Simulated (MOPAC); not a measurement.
MOPAC input (PM3):

```
PM3 FORCE THERMO(298,298) PRECISE LET CHARGE=-1 GEO-OK AUX(PRECISION=9) THREADS=1
HBN

B    -0.00000000 1    0.00000000 1   -0.58050862 1
N     0.00000000 1   -0.00000000 1    0.64173348 1
H     0.00000000 1   -0.00000000 1   -1.67959934 1
```

Which zero-point energy does it print?

9.68 kcal/mol, from the harmonic wavenumbers of PM3.
